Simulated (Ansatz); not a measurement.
The cluster W2O6⁺. Total charge 1; doublet. Geometry PBE-D4/def2-SVP.

Cartesian coordinates in Å:
```
W -0.915 1.034 -0.470
W 0.915 -1.034 0.470
O 0.486 -2.677 0.819
O 0.252 -0.320 -1.196
O 2.610 -0.819 0.770
O -2.610 0.819 -0.770
O -0.252 0.320 1.196
O -0.486 2.677 -0.819
```

In the def2 sets W takes a core potential; there is no spin–orbit coupling. At LDA (SPW92)/def2-TZVP, PBE-D4/def2-SVP, PBE-D4/def2-TZVP, r2SCAN-D4/def2-TZVP the gap within one spin of the charge 1 doublet nearly closes, so an electron or hole may be smeared out by delocalisation error. The structure comes from a short search, and lower isomers may exist.

(1) Estimate the α-spin orbital energies around the gap (eV) in Ansatz with LDA (SPW92)/def2-TZVP, PBE-D4/def2-SVP, PBE-D4/def2-TZVP, r2SCAN-D4/def2-TZVP, PBE0-D4/def2-TZVP.

## Answers

(1) 
| orbital | LDA (SPW92)/def2-TZVP | PBE-D4/def2-SVP | PBE-D4/def2-TZVP | r2SCAN-D4/def2-TZVP | PBE0-D4/def2-TZVP |
| --- | --- | --- | --- | --- | --- |
| HOMO−9 | -16.41 | -16.23 | -16.14 | -16.63 | -17.96 |
| HOMO−8 | -16.23 | -16.04 | -15.90 | -16.31 | -17.66 |
| HOMO−7 | -15.48 | -15.28 | -15.20 | -15.64 | -17.04 |
| HOMO−6 | -14.99 | -14.69 | -14.67 | -15.09 | -16.44 |
| HOMO−5 | -14.92 | -14.65 | -14.64 | -15.07 | -16.34 |
| HOMO−4 | -14.76 | -14.51 | -14.49 | -14.93 | -16.28 |
| HOMO−3 | -14.71 | -14.49 | -14.41 | -14.89 | -16.26 |
| HOMO−2 | -14.59 | -14.45 | -14.35 | -14.87 | -16.23 |
| HOMO−1 | -14.56 | -14.43 | -14.34 | -14.84 | -16.08 |
| HOMO | -14.56 | -14.33 | -14.28 | -14.68 | -15.89 |
| LUMO | -11.39 | -11.08 | -11.00 | -10.90 | -10.29 |
| LUMO+1 | -9.85 | -9.64 | -9.51 | -9.44 | -8.78 |
| LUMO+2 | -9.76 | -9.57 | -9.45 | -9.43 | -8.71 |
| LUMO+3 | -8.73 | -8.58 | -8.45 | -8.40 | -7.64 |
| LUMO+4 | -7.89 | -7.52 | -7.55 | -7.42 | -6.75 |
| LUMO+5 | -7.52 | -7.33 | -7.23 | -7.12 | -6.42 |
| β HOMO | -13.88 | -13.59 | -13.50 | -13.59 | -14.02 |
| β LUMO | -13.87 | -13.57 | -13.49 | -13.57 | -13.30 |
